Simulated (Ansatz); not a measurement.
Basis sets compared for the cluster VS2 (the lowest doublet isomer of a short search). Charge 0, multiplicity 2. Geometry PBE0-D4/def2-TZVP. Ansatz on 4 threads of Intel Xeon Platinum 8259CL on a shared host; times are rough, and most runs start from earlier orbitals.

```xyz
3

V    -0.663   -0.177   -0.282
S     1.002    0.053   -1.410
S    -0.339    0.125    1.692
```

At r2SCAN-D4/def2-TZVP, r2SCAN-D4/def2-TZVPD, PBE0-D4/def2-SVP, PBE0-D4/def2-TZVP and others the charge 0 doublet is spin-contaminated (final ⟨S²⟩ up to 0.93, 0.75 for a pure state). The structure comes from a short search, and lower isomers may exist.

Binding counts from free atoms (V quartet, S triplet) in the same basis, without a counterpoise term.

```csv
level,functions,energy (Eh),HOMO (eV),LUMO (eV),binding per atom (eV),wall time
PBE-D4/def2-SVP,67,-1739.5019,-5.11,-4.21,–,2 s
PBE-D4/def2-TZVP,119,-1739.9065,-5.37,-4.51,–,2.6 s
r2SCAN-D4/def2-TZVP,119,-1740.3713,-5.98,-4.37,–,5.5 s
PBE0-D4/def2-SVP,67,-1739.5430,-6.61,-3.37,2.84,2.7 s
PBE0-D4/def2-TZVP,119,-1739.9435,-6.84,-3.58,–,14 s
```

(1) Estimate the rows for PBE-D4/def2-TZVPD, r2SCAN-D4/def2-TZVPD, PBE0-D4/def2-TZVPD.

## Answers

(1) 
| level | functions | energy (Eh) | HOMO (eV) | LUMO (eV) | binding per atom (eV) | wall time |
| --- | --- | --- | --- | --- | --- | --- |
| PBE-D4/def2-TZVPD | 140 | -1739.9084 | -5.44 | -4.59 | – | 3.5 s |
| r2SCAN-D4/def2-TZVPD | 140 | -1740.3726 | -6.02 | -4.43 | – | 8.5 s |
| PBE0-D4/def2-TZVPD | 140 | -1739.9450 | -6.90 | -3.67 | – | 11 s |
